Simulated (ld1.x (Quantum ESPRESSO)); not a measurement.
Pseudopotential generation for Nb (Z = 41): ultrasoft, BP86, scalar-relativistic.

```
Element                 : Nb (Z = 41)
Generator               : ld1.x (Quantum ESPRESSO) 7.5
Type                    : ultrasoft
Functional              : BP86
Relativity              : scalar-relativistic
Frozen core             : [Kr]
Valence charge          : 5
Reference configuration : 4d4.5 5s0.5 5p0
Partial waves           : 5s (bound): rcut 2.45, rcutus 3.25 bohr; 5s channel at 2.7 Ry: rcut 2.45, rcutus 3.25 bohr; 5p (bound, empty): rcut 2.80, rcutus 3.85 bohr; 5p channel at 0.75 Ry: rcut 2.80, rcutus 3.85 bohr; 4d (bound): rcut 1.40, rcutus 1.80 bohr; 4d channel at 0.25 Ry: rcut 1.40, rcutus 1.80 bohr
Local potential         : all-electron potential smoothed inside 1.55 bohr (lloc = -2)
Core correction         : Bessel-smoothed model core inside 1.65 bohr
Augmentation charge     : PSQ, inside the norm-conserving radii
```

All-electron outer shells of the reference configuration (BP86, scalar-relativistic, ld1.x):

```json
{"shell": "4s", "level (eV)": "-57.57", "outermost node (bohr)": "0.53", "outermost maximum (bohr)": "1.04"}
{"shell": "4p", "level (eV)": "-33.72", "outermost node (bohr)": "0.54", "outermost maximum (bohr)": "1.12"}
{"shell": "5s", "level (eV)": "-3.88", "outermost node (bohr)": "1.41", "outermost maximum (bohr)": "3.12"}
{"shell": "4d", "level (eV)": "-2.56", "outermost node (bohr)": "0.55", "outermost maximum (bohr)": "1.51"}
{"shell": "5p", "level (eV)": "-1.08", "outermost node (bohr)": "1.63", "outermost maximum (bohr)": "4.31"}
```

Question: Estimate the cutoffs (Ry, on a coarse ladder) from which the occupation-weighted sum of valence levels, in a spherical-Bessel basis at the reference potential, stays within 10 and 1 mRy of its value at 400 Ry.

Answer: 30 Ry and 45 Ry.

Question: What does a ghost test show?

Answer: Ghost state, extra bound levels that the all-electron valence spectrum of the same l lacks: s at -48.4 eV. A true bound ghost makes a file unfit for plane-wave use. The logarithmic derivative shows an extra or strongly shifted pseudo pole above the reference energy (p near 1.07 Ry).

Question: Is the overlap operator S = 1 + Σ q|β⟩⟨β| positive definite (Bessel basis up to 400 Ry)?

Answer: Yes: its lowest eigenvalue is 0.32 (s channel).

Question: Which valence shell sets the plane-wave cutoff?

Answer: 4d: its level needs 35 Ry to come within 1 mRy, against 6 Ry for 5s.

Its largest configuration-test error is -122 meV (4d3 5s0 5p0). Test run stopped at test 4 of 7 (negative rho).
